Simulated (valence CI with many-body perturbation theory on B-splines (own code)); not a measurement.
S+: electric-dipole lines

Level of theory: configuration interaction combined with many-body perturbation theory (CI+MBPT): five valence electrons over a frozen Dirac-Fock core [Ne], a basis of 10 s, 10 p, 9 d, 7 f, 4 g, 2 h functions for each j, with the one-electron correlation potential Σ1 (screened to all orders), the two-electron term Σ2, the three-electron term Σ3, Breit, model QED; selected single and double excitations, second order for the rest, scaled by the run's own slope (own B-spline code, finite nucleus).

Set against measurement, 49 paired levels are off by 60 cm⁻¹ on average, the worst by 187. Among the levels kept, up to 890 cm⁻¹ of a level comes from second order outside the variational space, and about a tenth of that is noise between levels of different J, which matters for small intervals.

Lines 1 to 50 of 232 in falling wavelength, among levels below 136242 cm⁻¹, chosen from the strongest by gf and those to the six lowest levels. Wavelengths and rates use the calculated energies, so an error of 60 cm⁻¹ moves a line at 35750 Å by 2.1 % and its rate by three times that or more. Electric multipoles are in the length gauge, E1 and E2 with the static RPA response of the core. Weak lines are less certain than strong ones. Lines between different terms over intervals too small for the method are left out, as are lines whose strength nearly cancels and 1 of this kind that miss the measured wavelength by over 7 %. The highest levels of a list are the least certain.

Names give the largest LS component (configuration and term), which can be under half, so a name can repeat, a term be missing and a line seem to break the LS rules; names also repeat where a configuration has a term twice.

```
λ vac (Å)  λ from measured levels               Upper               Lower   A (s⁻¹)  S (a.u.) with core polarisation  S without
    35750                   38060   3s2.3p2.3d 2D_5/2  3s2.3p2.4p 2D°_5/2  3.97e+04                         5.37e+00   5.36e+00
    34480                   36770   3s2.3p2.3d 2D_3/2  3s2.3p2.4p 2D°_3/2  4.33e+04                         3.50e+00   3.50e+00
    29910                   31510   3s2.3p2.3d 2D_5/2  3s2.3p2.4p 2D°_3/2  1.14e+04                         9.01e-01   9.01e-01
    11780                   11620  3s2.3p2.4p 4P°_5/2   3s2.3p2.4s 2D_5/2  4.32e+04                         2.09e-01   2.09e-01
    11100                   10980  3s2.3p2.4p 2D°_3/2   3s2.3p2.4s 2D_5/2  1.18e+05                         3.18e-01   3.18e-01
    11100                   10970  3s2.3p2.4p 2D°_3/2   3s2.3p2.4s 2D_3/2  9.49e+05                         2.56e+00   2.56e+00
    10460                   10360  3s2.3p2.4p 2D°_5/2   3s2.3p2.4s 2D_5/2  1.25e+06                         4.24e+00   4.23e+00
    10460                   10350  3s2.3p2.4p 2D°_5/2   3s2.3p2.4s 2D_3/2  1.00e+05                         3.39e-01   3.39e-01
     8593                    8518  3s2.3p2.4p 2P°_1/2   3s2.3p2.4s 2D_3/2  2.11e+06                         1.32e+00   1.32e+00
     8493                    8425  3s2.3p2.4p 2P°_3/2   3s2.3p2.4s 2D_5/2  1.76e+06                         2.13e+00   2.13e+00
     8492                    8424  3s2.3p2.4p 2P°_3/2   3s2.3p2.4s 2D_3/2  2.82e+05                         3.41e-01   3.41e-01
     8349                    8317  3s2.3p2.4p 2S°_1/2   3s2.3p2.4s 2P_3/2  1.55e+07                         8.93e+00   8.92e+00
     7997                    7970  3s2.3p2.4p 2S°_1/2   3s2.3p2.4s 2P_1/2  1.03e+07                         5.19e+00   5.19e+00
     7555                    7511  3s2.3p2.4p 4D°_7/2   3s2.3p2.3d 2F_7/2  1.84e+05                         3.13e-01   3.12e-01
     7491                    7447  3s2.3p2.4p 4D°_5/2   3s2.3p2.3d 2F_5/2  8.14e+04                         1.01e-01   1.01e-01
     7456                    7344  3s2.3p2.4p 2P°_3/2       3s.3p4 2S_1/2  8.47e+04                         6.93e-02   6.90e-02
     7363                    7340  3s2.3p2.4p 4D°_1/2   3s2.3p2.3d 4D_3/2  1.42e+06                         5.58e-01   5.57e-01
     7338                    7319  3s2.3p2.4p 4D°_1/2   3s2.3p2.3d 4D_1/2  1.16e+06                         4.54e-01   4.53e-01
     7295                    7275  3s2.3p2.4p 4D°_3/2   3s2.3p2.3d 4D_5/2  1.19e+06                         9.15e-01   9.14e-01
     7277                    7259  3s2.3p2.4p 4D°_3/2   3s2.3p2.3d 4D_3/2  9.39e+05                         7.14e-01   7.13e-01
     7253                    7239  3s2.3p2.4p 4D°_3/2   3s2.3p2.3d 4D_1/2  6.45e+05                         4.86e-01   4.85e-01
     7181                    7166  3s2.3p2.4p 4D°_5/2   3s2.3p2.3d 4D_7/2  8.26e+05                         9.06e-01   9.05e-01
     7161                    7142  3s2.3p2.4p 4D°_5/2   3s2.3p2.3d 4D_5/2  1.52e+06                         1.66e+00   1.65e+00
     7143                    7126  3s2.3p2.4p 4D°_5/2   3s2.3p2.3d 4D_3/2  7.07e+05                         7.63e-01   7.62e-01
     7004                    6983  3s2.3p2.4p 4D°_7/2   3s2.3p2.3d 4D_7/2  2.95e+06                         4.00e+00   3.99e+00
     6985                    6960  3s2.3p2.4p 4D°_7/2   3s2.3p2.3d 4D_5/2  5.21e+05                         7.00e-01   6.99e-01
     6765                    6735  3s2.3p2.4p 4P°_5/2   3s2.3p2.3d 2F_7/2  8.52e+04                         7.81e-02   7.80e-02
     6681                    6643  3s2.3p2.4p 4P°_3/2   3s2.3p2.3d 2F_5/2  1.05e+05                         6.21e-02   6.19e-02
     6559                    6523  3s2.3p2.4p 4P°_5/2   3s2.3p2.3d 2F_5/2  7.00e+04                         5.85e-02   5.84e-02
     6434                    6415  3s2.3p2.4p 4P°_1/2   3s2.3p2.3d 4D_3/2  1.16e+07                         3.06e+00   3.05e+00
     6417                    6399  3s2.3p2.4p 4P°_3/2   3s2.3p2.3d 4D_5/2  1.37e+07                         7.13e+00   7.11e+00
     6415                    6400  3s2.3p2.4p 4P°_1/2   3s2.3p2.3d 4D_1/2  1.22e+07                         3.17e+00   3.16e+00
     6405                    6388  3s2.3p2.4p 2S°_1/2   3s2.3p2.4s 4P_3/2  3.42e+05                         8.88e-02   8.88e-02
     6403                    6387  3s2.3p2.4p 4P°_3/2   3s2.3p2.3d 4D_3/2  7.54e+06                         3.91e+00   3.90e+00
     6384                    6371  3s2.3p2.4p 4P°_3/2   3s2.3p2.3d 4D_1/2  1.24e+06                         6.37e-01   6.36e-01
     6343                    6314  3s2.3p2.4p 2D°_3/2   3s2.3p2.3d 2F_5/2  1.88e+07                         9.48e+00   9.46e+00
     6320                    6307  3s2.3p2.4p 4P°_5/2   3s2.3p2.3d 4D_7/2  1.86e+07                         1.39e+01   1.39e+01
     6310                    6289  3s2.3p2.4p 2D°_5/2   3s2.3p2.3d 2F_7/2  1.81e+07                         1.35e+01   1.35e+01
     6304                    6288  3s2.3p2.4p 4P°_5/2   3s2.3p2.3d 4D_5/2  4.59e+06                         3.41e+00   3.40e+00
     6290                    6276  3s2.3p2.4p 4P°_5/2   3s2.3p2.3d 4D_3/2  5.71e+05                         4.20e-01   4.20e-01
     6211                    6164  3s2.3p2.4p 4S°_3/2   3s2.3p2.3d 2F_5/2  1.81e+05                         8.54e-02   8.52e-02
     6136                    6125  3s2.3p2.4p 4P°_1/2   3s2.3p2.4s 2P_3/2  3.26e+05                         7.44e-02   7.44e-02
     6130                    6104  3s2.3p2.4p 2D°_5/2   3s2.3p2.3d 2F_5/2  1.26e+06                         8.60e-01   8.58e-01
     6108                    6099  3s2.3p2.4p 4P°_3/2   3s2.3p2.4s 2P_3/2  1.12e+05                         5.03e-02   5.03e-02
     6104                    6094  3s2.3p2.4p 2D°_3/2   3s2.3p2.3d 4D_5/2  3.75e+05                         1.68e-01   1.68e-01
     6005                    5998  3s2.3p2.4p 4P°_5/2   3s2.3p2.4s 2P_3/2  1.82e+06                         1.16e+00   1.17e+00
     5982                    5953  3s2.3p2.4p 4S°_3/2   3s2.3p2.3d 4D_5/2  7.64e+05                         3.23e-01   3.22e-01
     5970                    5942  3s2.3p2.4p 4S°_3/2   3s2.3p2.3d 4D_3/2  4.75e+05                         2.00e-01   1.99e-01
     5944                    5935  3s2.3p2.4p 4P°_1/2   3s2.3p2.4s 2P_1/2  2.44e+05                         5.07e-02   5.07e-02
     5921                    5914  3s2.3p2.4p 2D°_5/2   3s2.3p2.3d 4D_7/2  9.17e+04                         5.64e-02   5.62e-02
```
